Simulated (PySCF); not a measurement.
**Mo²⁺ (molybdenum, charge +2) across methods**

[Kr] 4d3 5s1, high-spin 5F determinant (an excited configuration). Computed with PySCF 2.14 in aug-cc-pwCVDZ-PP with ECP28MDF (6s6p5d3f, 70 functions), with a scalar-relativistic core potential.

```csv
method,E (hartree),mean ε 4p β (eV),mean ε 4d α (eV),mean ε 5s α (eV),Σ⟨r²⟩ (bohr²),⟨S²⟩
LDA,-66.6882,-59.109,-24.938,-20.287,32.19,6.000
PBEsol,-66.7573,-59.031,-24.933,-20.042,32.10,6.001
PBE,-66.8768,-59.125,-25.010,-19.970,32.05,6.001
PBE0,-66.8671,-61.483,-26.750,-20.657,32.01,6.001
r2SCAN,-66.9101,-59.957,-25.552,-20.185,31.97,6.002
UHF,-66.41599,-67.201,-31.275,-22.272,32.25,6.005
TPSSh,-66.8580,-60.253,-25.767,-20.077,32.05,6.001
BP86,-66.9330,-59.328,-25.080,-20.159,32.03,6.001
```

Task: Estimate the same row for CAM-B3LYP.

Result: E (hartree) = -66.8305; mean ε 4p β (eV) = -62.941; mean ε 4d α (eV) = -28.040; mean ε 5s α (eV) = -21.803; Σ⟨r²⟩ (bohr²) = 32.03; ⟨S²⟩ = 6.001.

Energies and moments cover only the electrons outside the core potential.
